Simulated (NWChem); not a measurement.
# SF3, doublet; SMILES F[S](F)F

Results from NWChem. Spin-unrestricted. Coordinates come from a PBE0/def2-SVP, spin-unrestricted optimisation. No stability test was run on the SCF state. B3LYP is NWChem's, with the RPA form of VWN correlation. Vertical excitations in the gas phase; the lowest state need not have the same character in each row. Excited states of an open shell can be spin-contaminated.

```
level                                         lowest excitation (eV)  oscillator strength of that lowest state  lowest state with f > 0.02 (eV)  oscillator strength of that bright state  lowest empty minus highest occupied level, either spin (eV)
--------------------------------------------  ----------------------  ----------------------------------------  -------------------------------  ----------------------------------------  -----------------------------------------------------------
PBE/aug-cc-pVDZ, TDA                                            3.22                                     0.005                             5.28                                     0.033                                                         1.24
B3LYP/aug-cc-pVDZ, TDA                                             ?                                     0.007                                ?                                     0.035                                                            ?
LDA (Slater exchange, VWN5)/aug-cc-pVDZ, TDA                    3.17                                     0.005                             5.28                                     0.034                                                         0.95
```

**Question.** Fill in the missing entries.

**Answer.** 
- B3LYP/aug-cc-pVDZ, TDA, lowest excitation (eV): 3.29
- B3LYP/aug-cc-pVDZ, TDA, lowest state with f > 0.02 (eV): 5.58
- B3LYP/aug-cc-pVDZ, TDA, lowest empty minus highest occupied level, either spin (eV): 3.30
